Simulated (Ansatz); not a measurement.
`Sc1sc(-c2sc(-c3sc(-c4sc(S)c5c4OCCO5)c4c3OCCO4)c3c2OCCO3)c2c1OCCO2` with charge -1. Charge -1, multiplicity 2. Geometry PBE-D4/def2-SVP, that of the neutral singlet; atoms count from 1.

```xyz
56

S     7.2898   -3.5725   -2.8599
C     5.8730   -3.4085   -1.8391
S     4.9402   -1.9254   -1.7700
C     3.8458   -2.5665   -0.5566
C     2.7530   -1.7817   -0.0434
S     1.8508   -0.7029   -1.0992
C     0.7840   -0.1858    0.2001
C    -0.2535    0.7833    0.0103
S    -1.3297    1.2916    1.3052
C    -2.1782    2.4305    0.2679
C    -3.2651    3.2233    0.7816
S    -3.2361    3.8644    2.4155
C    -4.8023    4.6323    2.2357
S    -5.5165    5.5962    3.5152
C    -5.3017    4.4154    0.9556
C    -4.4424    3.6088    0.1401
O    -4.7839    3.2291   -1.1257
C    -5.7997    4.0696   -1.6727
C    -6.9438    4.2492   -0.6829
O    -6.4997    4.8890    0.5173
C    -1.6446    2.4017   -1.0203
C    -0.5775    1.4673   -1.1631
O     0.0887    1.2749   -2.3402
C    -0.1287    2.3422   -3.2676
C    -1.6023    2.7287   -3.3125
O    -2.0482    3.2079   -2.0429
C     1.1256   -0.8512    1.3792
C     2.2370   -1.7350    1.2514
O     2.7528   -2.4153    2.3143
C     1.8380   -2.4735    3.4098
C     1.2226   -1.1066    3.6856
O     0.4664   -0.6529    2.5592
C     4.2172   -3.8686   -0.2215
C     5.3671   -4.3386   -0.9366
O     5.8825   -5.5855   -0.7608
C     4.9908   -6.4601   -0.0631
C     4.3274   -5.7536    1.1121
O     3.5356   -4.6546    0.6620
H     6.6832   -4.1391   -3.9511
H    -6.3350    4.6368    4.0525
H    -5.3678    5.0619   -1.9410
H    -6.1583    3.5763   -2.5973
H    -7.3854    3.2551   -0.4387
H    -7.7378    4.8938   -1.1088
H     0.2162    1.9793   -4.2554
H     0.4848    3.2256   -2.9757
H    -2.2146    1.8500   -3.6217
H    -1.7677    3.5495   -4.0377
H     1.0334   -3.2136    3.1921
H     2.4156   -2.8246    4.2874
H     0.5206   -1.1535    4.5409
H     2.0260   -0.3711    3.9209
H     5.5984   -7.3192    0.2831
H     4.2083   -6.8362   -0.7624
H     3.6430   -6.4425    1.6451
H     5.1029   -5.3950    1.8283
```

Single mean-field runs in def2-SVP are fitted with def2-universal-jkfit. The highest occupied level of the charge -1 doublet lies above zero (up to 0.37 eV). By energy differences its removal costs 0.66 eV (vertical, to the charge 0 singlet, at PBE0-D4/def2-SVP); self-interaction error and the lack of diffuse functions both raise the level.

(1) Estimate the Mulliken populations of the heavy atoms from the PBE0/def2-SVP orbitals of Ansatz.

(2) Where does the spin sit?

(3) And the Mayer bond orders between bonded heavy atoms (over 0.3, the first 40 of 45)?

Answers

(1) 
| atom | charge (e) | spin (α − β) |
| --- | --- | --- |
| S1 | -0.04 | -0.01 |
| C2 | -0.35 | 0.11 |
| S3 | 0.11 | 0.04 |
| C4 | -0.20 | -0.01 |
| C5 | -0.22 | 0.12 |
| S6 | 0.11 | 0.06 |
| C7 | -0.14 | 0.04 |
| C8 | -0.14 | 0.05 |
| S9 | 0.11 | 0.06 |
| C10 | -0.22 | 0.12 |
| C11 | -0.20 | -0.01 |
| S12 | 0.11 | 0.04 |
| C13 | -0.35 | 0.12 |
| S14 | -0.04 | -0.01 |
| C15 | 0.19 | -0.03 |
| C16 | 0.18 | 0.08 |
| O17 | -0.34 | 0.01 |
| C18 | 0.14 | 0.00 |
| C19 | 0.14 | 0.00 |
| O20 | -0.34 | 0.00 |
| C21 | 0.21 | -0.01 |
| C22 | 0.09 | 0.06 |
| O23 | -0.36 | 0.01 |
| C24 | 0.15 | 0.00 |
| C25 | 0.14 | 0.00 |
| O26 | -0.35 | 0.00 |
| C27 | 0.09 | 0.06 |
| C28 | 0.21 | -0.01 |
| O29 | -0.35 | 0.00 |
| C30 | 0.14 | 0.00 |
| C31 | 0.15 | 0.00 |
| O32 | -0.36 | 0.01 |
| C33 | 0.18 | 0.08 |
| C34 | 0.19 | -0.03 |
| O35 | -0.34 | 0.00 |
| C36 | 0.14 | 0.00 |
| C37 | 0.14 | 0.00 |
| O38 | -0.34 | 0.01 |
Mulliken values and Mayer orders depend strongly on the basis.

(2) Summed by element: S 0.19, C 0.75, O 0.02, H 0.04, of 1 unpaired in all. Largest on single atoms: C10 0.12, C5 0.12, C13 0.12.

(3) S1–C2 1.08 (1.75 Å); C2–S3 1.05 (1.75 Å); C2–C34 1.46 (1.39 Å); S3–C4 1.11 (1.76 Å); C4–C5 1.18 (1.44 Å); C4–C33 1.43 (1.39 Å); C5–S6 1.04 (1.76 Å); C5–C28 1.43 (1.39 Å); S6–C7 1.06 (1.76 Å); C7–C8 1.32 (1.43 Å); C7–C27 1.37 (1.40 Å); C8–S9 1.06 (1.76 Å); C8–C22 1.37 (1.40 Å); S9–C10 1.04 (1.76 Å); C10–C11 1.18 (1.44 Å); C10–C21 1.43 (1.39 Å); C11–S12 1.11 (1.76 Å); C11–C16 1.43 (1.40 Å); S12–C13 1.04 (1.75 Å); C13–S14 1.08 (1.75 Å); C13–C15 1.46 (1.39 Å); C15–C16 1.23 (1.43 Å); C15–O20 1.10 (1.36 Å); C16–O17 1.08 (1.36 Å); O17–C18 0.97 (1.43 Å); C18–C19 1.06 (1.52 Å); C19–O20 0.95 (1.43 Å); C21–C22 1.26 (1.43 Å); C21–O26 1.08 (1.36 Å); C22–O23 1.06 (1.37 Å); O23–C24 0.96 (1.43 Å); C24–C25 1.05 (1.52 Å); C25–O26 0.96 (1.43 Å); C27–C28 1.26 (1.43 Å); C27–O32 1.06 (1.37 Å); C28–O29 1.08 (1.36 Å); O29–C30 0.96 (1.43 Å); C30–C31 1.05 (1.52 Å); C31–O32 0.96 (1.43 Å); C33–C34 1.23 (1.43 Å).
